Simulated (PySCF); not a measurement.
TlI, SMILES [I][Tl].

Geometry optimised at B3LYP-D3(BJ)/def2-TZVP. The def2 effective core potentials stand for the cores of I, Tl; spin–orbit coupling is left out.

Level of theory: PBE/def2-TZVPD run with PySCF.

Computed frontier levels, gap, dipole moment and polarisability:
```
Item                                                                                                             Value
---------------------------------------------------------------------------------------------  -----------------------
highest occupied level                                                                                        -5.87 eV
lowest empty level                                                                                            -2.61 eV
orbital gap                                                                                                    3.26 eV
dipole moment                                                                                                   4.44 D
quadrupole, principal values (traceless, Buckingham form, about the centre of nuclear charge)    -3.40, 1.70, 1.70 D·Å
mean static polarisability                                                                       85.9 bohr³ (12.73 Å³)
polarisability, principal values                                                               64.3, 64.3, 129.1 bohr³
```
